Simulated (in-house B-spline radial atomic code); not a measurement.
RPA and G0W0 on PBE0: Sr⁵⁺

Configuration [Ar] 3d10 4s2 4p3, highest spin, mean-field start PBE0. Computed with a B-spline radial code for spherical atoms: all electrons, scalar-relativistic (spin-free one-electron X2C), finite nucleus, each spin shell either full or empty, empty states to l = 9 with an (l + 1/2)⁻⁴ tail; G0W0 by contour deformation at full frequency.

Command:
```bash
python run_gw.py task.json out
```
Settings (radii: box in bohr, nucleus in fm):
```
Z                        38
electrons                33
configuration            [Ar] 3d10 4s2 4p3
hamiltonian              x2c
method                   pbe0
lmax                     9
rms_radius               4.224
spin_polarised           True
box_radius               10.43
intervals                67
```

Run time, properties included: 5.9 s on 1 thread of Arm Neoverse N1, with other jobs on the host.

Energies (hartree):

| term | value |
| --- | --- |
| mean-field total | -3172.13028 |
| Hartree-Fock functional on these orbitals | -3170.68192 |
| direct second order | -2.7446 |
| second-order exchange | 0.80559 |
| SOSEX correction | 0.75177 |

(1) What is the RPA correlation energy, and what remains with SOSEX?

Quasi-particle levels (eV):

```tsv
level	occupied	mean field	Σx - vxc	Σc	QP weight	G0W0
4p up	yes	-83.66	-5.44	?	?	?
4s down	yes	-98.89	-3.09	-2.82	0.962	-104.81
3d down	yes	-199.82	-17.17	4.97	0.923	-212.02
4p down	no	-75.22	7.29	-2.79	0.961	-70.72
```

G0W0 = mean field + (Σx - vxc) + Σc, with Σc (partial-wave tail included) taken at the quasi-particle energy. Only the outer levels were computed. Levels of low weight are left out.

(2) Where does G0W0 put 4p up?

Results:

(1) RPA gives -2.4412 hartree (-2.01 eV per electron); RPA + SOSEX gives -1.6894, and the second-order doubles -1.939 hartree (no singles). RPA lacks exchange-type terms and so overcorrelates at short range.

(2) At -89.65 eV, with Σc = -0.54 eV and a quasi-particle weight of 0.961. The tabulated removal energy is 88 ± 2 eV (NIST, tabulated theory); the calculation leaves out spin-orbit coupling, Breit and QED terms, and what these don't explain is the method's own error.
